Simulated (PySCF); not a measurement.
## Gas-phase XPS of `ClC=[Se]`, computed

Species: CHClSe.
Cartesian coordinates in Å at the PBE0-D3(BJ)/def2-SVP level; atoms count from 1:
```xyz
4
CHClSe angstrom
Cl    -1.4393   -0.9648    0.6531
C     -0.0008   -0.1394    0.2136
Se     1.6304   -0.6582    0.5372
H     -0.2346    0.7901   -0.3214
```

Computed, not measured: delta-SCF UKS SCAN, pcX-2 on the ionised atom, pcseg-1 elsewhere, spin-free X2C in PySCF. Vertical ΔSCF values, vacuum level as zero.

Q: List the computed XPS lines with their assignment.

A: 
| atom(s) | environment | level | binding energy (eV) | 2p1/2 (eV) | count |
| --- | --- | --- | --- | --- | --- |
| Cl1 | chlorine bonded to C | Cl 1s | 2829.44 | – | 1 |
| C2 | carbon bonded to Cl, Se and H | C 1s | 293.35 | – | 1 |
| Cl1 | chlorine bonded to C | Cl 2p3/2 | 206.84 | 208.49 | 1 |

Q: Which effective nuclear charge Zeff reproduces each element's mean 1s value in the hydrogen-like formula E = 13.606 eV × Zeff²?

A: C (Z = 6): mean 293.3 eV, Zeff = 4.64, Z − Zeff = 1.36; Cl (Z = 17): mean 2829.4 eV, Zeff = 14.42, Z − Zeff = 2.58. Means run over the listed sites, weighted by atom count.

Q: Which photon wavelength matches the Cl 2p3/2 of Cl1 threshold?

A: λ = hc/E = 12398.42 eV Å / 206.84 eV = 59.942 Å.

Spin contamination (⟨S²⟩ against 0.75 for a pure doublet) is marked for C 1s of C2 (0.99), which makes this value less certain. The 2p values add to the ΔSCF energy of one spin-free hole a correction within the shell (spin–orbit coupling, ligand field). 2p1/2 minus 2p3/2 (ligand field included): Cl 1.65 eV. No level of selenium is listed. Isolated species at its PBE0-D3(BJ)/def2-SVP geometry, gas phase.
